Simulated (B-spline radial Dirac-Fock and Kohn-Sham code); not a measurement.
# Lα1 (L3-M5) energies across the elements Cd to Cs

Model: ΔSCF Dirac-Fock with Breit, self-energy and vacuum polarisation, finite nucleus, configuration average. Program: a B-spline atomic structure program. Free neutral atoms. Electron correlation is not included.

```tsv
Z	element	energy (eV)	wavelength (Å)
48	Cd	3134.6	3.9553
49	In	3287.8	3.7711
50	Sn	3444.7	3.5992
51	Sb	3605.5	3.4388
52	Te	3770.1	3.2886
53	I	3938.5	3.1480
54	Xe	4110.7	3.0162
55	Cs	4286.8	2.8923
```

Question: How well does Moseley's law, √E linear in Z, describe these energies?

Answer: A straight-line fit gives √(E/eV) = 1.3551·(Z − 6.69). The slope squared is 0.1350 Ry, against 0.1389 Ry for a hydrogen-like ion. The residuals, fit less computed, are Cd -0.5, In -0.1, Sn +0.2, Sb +0.4, Te +0.4, I +0.2, Xe -0.1, Cs -0.6 eV.
